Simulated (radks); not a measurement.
Charge is removed step by step from the 4d level of the niobium ion Nb+, starting from [Kr] 4d4. Calculated with a radial shooting solver on a logarithmic mesh with Libxc functionals: scalar-relativistic Kohn-Sham, PBE, spin-unpolarised, spherical densities, point nucleus.

removed (e)	E - E(0) (eV)	eigenvalue (eV)	E minus straight line (eV)
0	0.000	-9.309	0.000
0.125	1.233	-10.420	-0.522
0.25	2.607	-11.566	-0.903
0.375	4.126	-12.746	-1.139
0.5	5.795	-13.958	-1.226
0.625	7.617	-15.200	-1.158
0.75	9.596	-16.472	-0.934
0.875	11.736	-17.772	-0.549
1	14.040	-19.100	0.000

Removing the whole electron costs 14.040 eV by Delta-SCF, against 9.309 eV from minus the eigenvalue at the starting occupation. Slater's transition state (half an electron removed) gives 13.958 eV. Integrating minus the eigenvalue over the occupation (Janak's theorem) gives 14.040 eV. In this scalar-relativistic scheme the density is built from large components alone, so the theorem holds only approximately. The mean slope of the eigenvalue, de/dn, is 9.79 eV per electron. Ionisation energy of Nb+ in the NIST Atomic Spectra Database: 14.320 eV (semi-empirical).

Beside tabulated values, note that spin-unpolarised runs miss the spin-polarisation part of the exchange energy of open shells.
